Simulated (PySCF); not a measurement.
C4H9O2P.
Z-matrix (Å and degrees, GFN2-xTB geometry), rows numbered from 1:
```
O 
P   1  1.4639
C   2  1.8323  1  114.69
C   3  1.5311  2  105.46  1    69.48
O   4  1.4072  3  112.78  2    62.89
C   5  1.4072  4  113.68  3   -70.14
C   6  1.5312  5  112.79  4    70.22
H   2  1.3964  1  114.59  3  -121.89
H   3  1.0892  2  111.10  1  -170.75
H   3  1.0910  2  109.64  1   -49.05
H   4  1.0936  3  110.74  2  -179.20
H   4  1.1011  3  108.87  2   -59.55
H   6  1.1011  5  110.07  4   -51.59
H   6  1.0935  5  105.45  4  -168.85
H   7  1.0892  2  111.15  1   170.70
H   7  1.0910  2  109.58  1    48.99
```

NICS = −σ at a ghost point: NICS(0) at the centroid of the ring atoms, NICS(1) 1 Å to either side along the normal of their mean plane, zz for the tensor component along that normal. Level: GIAO PBE0/pcSseg-1 (PySCF, non-relativistic, gas phase) on the GFN2-xTB geometry, one conformer.

Ring bond lengths (Å), with Mayer bond orders in brackets: P2–C3 1.832 (0.91), C3–C4 1.531 (1.01), C4–O5 1.407 (0.94), O5–C6 1.407 (0.94), C6–C7 1.531 (1.01), C7–P2 1.832 (0.91).

Question: What do the NICS probes read (ppm)?

Answer: 
```json
{"ring": "P2–C3–C4–O5–C6–C7", "type": "6-membered ring with O and P; formal bonds all single", "NICS(0)": "-1.1", "NICS(1), two faces": "-1.9 / -0.7", "NICS(1)zz, two faces": "3.4 / 4.6", "rms pucker (Å)": "0.28", "centre to ring atoms, mean (Å)": "1.51"}
```

Question: What can be read from them?

Answer: 
- P2–C3–C4–O5–C6–C7: mean NICS(1)zz 4.0 ppm, deshielded. P2, C3, C4, C6, C7 have four or more neighbours, so the value isn't read as a sign of a π ring current.

Question: What is the mean of the two in-plane components of NICS at the second NICS(1) probe listed for ring P2–C3–C4–O5–C6–C7, 1 Å off the ring?

Answer: The isotropic value is a third of the trace: (3 × -0.7 − (4.6))/2 = -3.3 ppm.

Question: What are the shieldings of the ring atoms and their hydrogens in the same run (means over atoms taken as equivalent)?

Answer: 
```csv
atoms,environment,σ isotropic (ppm),"principal values of the symmetric part, first atom (ppm)"
P2,phosphoryl phosphorus,340.4,"239.9, 259.1, 522.1"
C3 (×2),sp3 carbon bound to phosphorus,153.7,"143.0, 153.4, 164.7"
C4 (×2),sp3 carbon bound to oxygen,120.8,"89.4, 98.2, 174.9"
O5,cyclic ether oxygen,283.1,"230.6, 295.2, 323.5"
H8,P–H hydrogen,24.17,"20.4, 21.9, 30.3"
H9 (×2),methylene hydrogen,30.25,"27.2, 28.3, 35.3"
H10 (×2),methylene hydrogen,30.11,"26.9, 27.3, 36.1"
H11 (×2),methylene hydrogen,27.40,"22.2, 26.6, 33.4"
H12 (×2),methylene hydrogen,27.43,"23.6, 27.3, 31.4"
```

The run took about 70 s of CPU time (one thread, shared machine). This is the whole shielding run at PBE0/pcSseg-1, SCF included.
